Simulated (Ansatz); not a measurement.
HKO (SMILES [OH][K]) at its CCSD(T)/def2-TZVPP minimum, average atomic masses, point group C∞v.
(charge 0, multiplicity 1):
```xyz
3

K      0.000     0.000    -0.705
O      0.000     0.000     1.565
H      0.000     0.000     2.519
```

Cores are frozen in the correlated methods.

Programs: Ansatz (Gaussian orbitals). 

Harmonic frequencies (cm⁻¹): 363 363 442 3930.

Q: Work out the rotational constants, the zero-point energy, and the ideal-gas entropy and heat capacity at 298.15 K and 1 bar (rigid rotor, harmonic oscillator).

A: 
Principal moments 65.031 u Å² give 16.8576/I = 0.2592 cm⁻¹. Zero point: Σω/2 = 2549 cm⁻¹ = 7.29 kcal/mol. Translation R(1.5 ln M + 2.5 ln T − 1.1517) with M = 56.105 u: 159.08 J/(mol K). Rotation with σ = 1: q = 799.4, S = R(ln q + 1) = 63.89. Vibration, summed over R(u/(eᵘ − 1) − ln(1 − e⁻ᵘ)) with u = 1.43878ω/T: 12.71, of which the lowest mode gives 4.64. S° = 235.7 J/(mol K); C_p = 7R/2 + 18.72 = 47.82 J/(mol K).

Ansatz is a first-principles code.
